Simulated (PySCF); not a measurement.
# ECD: `InChI=1S/C6H12OSi/c1-4-2-6(8)5(4)3-7/h3-6H,2H2,1,8H3/t4-,5-,6+/m1/s1`

Cartesian coordinates in Å; atom numbers follow the order of the lines, from 1:
```xyz
20

C    -1.947    0.011    0.608
C    -1.109   -0.710   -0.434
C     0.058   -1.526    0.144
C     1.065   -0.532   -0.464
Si    2.048    0.499    0.808
C    -0.081    0.172   -1.202
C    -0.194    1.633   -0.981
O     0.546    2.272   -0.282
H    -1.315    0.609    1.261
H    -2.682    0.663    0.140
H    -2.477   -0.719    1.217
H    -1.764   -1.276   -1.100
H     0.129   -2.532   -0.266
H     0.065   -1.592    1.230
H     1.767   -1.007   -1.150
H     2.970    1.420    0.159
H     1.204    1.057    1.862
H     2.865   -0.539    1.472
H    -0.119   -0.016   -2.279
H    -1.034    2.125   -1.507
```

The calculation used TDDFT BHandHLYP/def2-SVPD circular dichroism and optical rotation, one conformer, gas phase (PySCF 2.14.0). Geometry: GFN2-xTB.

The molecule is flexible and this is one conformer; a measurement averages over conformers.

Task: Assign R or S to each stereocentre.

Result: C2 R, C4 S, C6 S.

Task: List the lowest 8 singlet excitations with oscillator and rotatory strengths.

Result: Rotatory strengths R in 10⁻⁴⁰ esu² cm², velocity form and length form (origin at the centre of mass); f in length form.
| state | E (eV) | λ (nm) | f | R (velocity) | R (length) | main |
| --- | --- | --- | --- | --- | --- | --- |
| 1 | 4.58 | 271 | 0.0001 | +5.4 | +5.0 | HOMO→LUMO 0.75, HOMO−4→LUMO 0.10 |
| 2 | 6.70 | 185 | 0.002 | +0.7 | -0.1 | HOMO−1→LUMO 0.93 |
| 3 | 7.51 | 165 | 0.036 | +27.8 | +27.4 | HOMO−2→LUMO 0.91 |
| 4 | 7.68 | 162 | 0.0008 | -0.3 | -0.6 | HOMO−4→LUMO 0.53, HOMO→LUMO+1 0.21 |
| 5 | 7.75 | 160 | 0.017 | -18.9 | -19.1 | HOMO→LUMO+1 0.64, HOMO−4→LUMO 0.19 |
| 6 | 7.79 | 159 | 0.008 | -2.2 | -2.0 | HOMO−1→LUMO+1 0.84, HOMO−1→LUMO+2 0.08 |
| 7 | 8.02 | 155 | 0.005 | +22.0 | +23.0 | HOMO−3→LUMO 0.82 |
| 8 | 8.26 | 150 | 0.036 | -62.6 | -62.9 | HOMO→LUMO+2 0.52, HOMO→LUMO+5 0.17 |

For state 2 the two forms differ in sign, so the sign of R isn't settled.

Among the states computed, the strongest CD band (largest |R|) is state 8. The largest dissymmetry factor in size, g = 4R/(D+G), with D and G the electric and magnetic dipole strengths, is +0.17 for state 1 (velocity form, f = 0.0002), among bands with |R| over 0.5. The mirror image has the same energies and oscillator strengths and all R with the opposite sign.
